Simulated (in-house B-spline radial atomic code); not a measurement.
The rubidium ion Rb³⁺ is squeezed into an impenetrable sphere of radius R (the orbitals vanish at R). Caution: exact exchange at fractional occupations of open shells leaves self-interaction of up to several eV. Method: non-relativistic PBE0, spin-polarised, spherical fractional occupations, point nucleus. Calculated with a radial B-spline atomic code at the basis-set limit.

Energies in eV above the free ion in [Ar] 3d10 4s2 4p4:

| R (bohr) | highest level (eV) | [Ar] 3d10 4s2 4p4 | [Ne] 3s2 3p5 3d10 4s2 4p4 4f1 | [Ar] 3d10 4s1 4p4 4f1 | -dE/dV in [Ar] 3d10 4s2 4p4 (GPa) |
| --- | --- | --- | --- | --- | --- |
| 8.73 | -44.8 | 0 | 265.8 | 53.85 | 4.46e-07 |
| 6.53 | -44.8 | 0.0002235 | 266.4 | 54.5 | 0.00155 |
| 5.18 | -44.8 | 0.0166 | 268.2 | 56.25 | 0.164 |
| 4.01 | -44.4 | 0.5453 | 272.8 | 61.12 | 8.41 |
| 3.33 | -42.7 | 3.699 | 281 | 69.83 | 79 |
| 2.98 | -40.2 | 9.596 | 290.8 | 80.3 | 251 |
| 2.45 | -30.5 | 39.49 | 330.6 | 120.6 | 1500 |
| 2.27 | -23.9 | 63.71 | 360.2 | 149.5 | 2830 |
| 1.64 | 41.9 | 360.9 | 696.9 | 461.1 | 33700 |
| 1.55 | 63.6 | 471.1 | 817.9 | 570.4 | 50700 |

Does [Ne] 3s2 3p5 3d10 4s2 4p4 4f1 fall below [Ar] 3d10 4s2 4p4 under compression?

No, it stays above over the whole range.

Does [Ar] 3d10 4s1 4p4 4f1 fall below [Ar] 3d10 4s2 4p4 under compression?

No, it stays above over the whole range.

The highest level is first positive in the row R = 1.64 bohr, pushed up by confinement above the zero of the free ion's potential. Each configuration is held fixed and needn't be the lowest in the sphere.
